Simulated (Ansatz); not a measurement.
Computed with Ansatz on PBE0-D4/def2-TZVP structures; ΔE is electronic, products minus reactants. CBS: MP2 limit from def2 TZ/QZ plus the TZ coupled-cluster correction, frozen cores. This one scheme is used for every species. DFT in def2-TZVPP. Elements past krypton have def2 core potentials. For In outer-core shells are correlated without core-valence functions, which leaves a few kJ/mol of doubt a bond. Each species was taken in one conformer, which may not be the lowest.

`[OH][In]([OH])[O][SiH3]` + HCl → `[OH][In]([OH])[Cl]` + `O[SiH3]`  (ligand exchange at the In–O bond)

```csv
level,ΔE (eV)
B2PLYP,-0.78
r2SCAN,-0.81
```

Problem. What does CCSD(T)/CBS give? (Estimate.)

Solution. The calculation gave: -0.72 eV. The listed levels differ from it by -0.06, -0.09 eV.

Largest T1 diagnostic among the species: 0.016.

The D4 term adds +0.04 eV with B3LYP and +0.03 eV with PBE0; it sums over pairs of atoms, weighted by their polarisabilities, and B3LYP, whose exchange is more repulsive, gets the larger term. In def2-TZVPP, CCSD(T) changes the Hartree–Fock value by +0.20 eV (the triples alone add +0.02 eV) and MP2 by +0.19 eV.

B3LYP here is the variant with VWN-RPA as its local correlation; programs differ in this.
